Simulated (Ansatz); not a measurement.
`[CH3][Sn]([NH2])([OH])[F]` → `[CH3][Sn][F]` + `NO` at 500 K and 1 bar (stannylene formation by 1,1-elimination).

Program: Ansatz. Geometries: PBE0-D4/def2-TZVP. ΔE: electronic, gas phase. CBS: MP2 limit from def2 TZ/QZ plus the TZ coupled-cluster correction, frozen cores. This one scheme is used for every species. def2 core potentials past Kr. For Sn outer-core shells are correlated without core-valence functions, which leaves a few kJ/mol of doubt a bond. One conformer a species, not always the lowest.

```tsv
species	CCSD(T)/CBS energy (Eh)	H − E (kJ/mol)	S (J/(mol·K))
`[CH3][Sn]([NH2])([OH])[F]`	-485.44180	257.6	475.3
`[CH3][Sn][F]`	-353.71142	126.2	354.6
`NO`	-131.61350	127.7	259.2
```

H − E and S are ideal-gas, rigid-rotor, harmonic terms from PBE0-D4/def2-TZVP, for one conformer and one mirror image of each species. 1 Eh = 2625.50 kJ/mol, R = 8.31446 J/(mol·K).

Question: By hand: ΔE, ΔH, ΔS and ΔG.

Answer: ΔE = (-353.71142) + (-131.61350) − (-485.44180) = 0.11688 Eh = 306.9 kJ/mol. Δ(H − E) = 126.2 + 127.7 − 257.6 = -3.7, so ΔH = 303.2 kJ/mol. ΔS = 354.6 + 259.2 − 475.3 = 138.5 J/(mol·K). ΔG = 303.2 − 500 × (138.5)/1000 = 233.9 kJ/mol.

Question: By hand: the equilibrium constant, and the temperature at which ΔG would vanish if ΔH and ΔS stayed fixed.

Answer: log₁₀ K = −ΔG/(RT ln 10) = -24.4. ΔG = 0 at ΔH/ΔS = 2189 K.

The number of gas molecules changes by +1, which sets the sign of ΔS. A doubt of 5 kJ/mol in ΔE shifts log₁₀ K by 0.5 here. Other conformers and mirror images would add mixing entropy, several J/(mol·K) or more a flexible species. Modes under 60 cm⁻¹, often nearly free rotors, make the harmonic entropy too high. These are equilibria of isolated gas molecules and say nothing of rates. Largest T1 diagnostic: 0.015 (customary marks: 0.02 for closed shells, 0.045 for open ones).
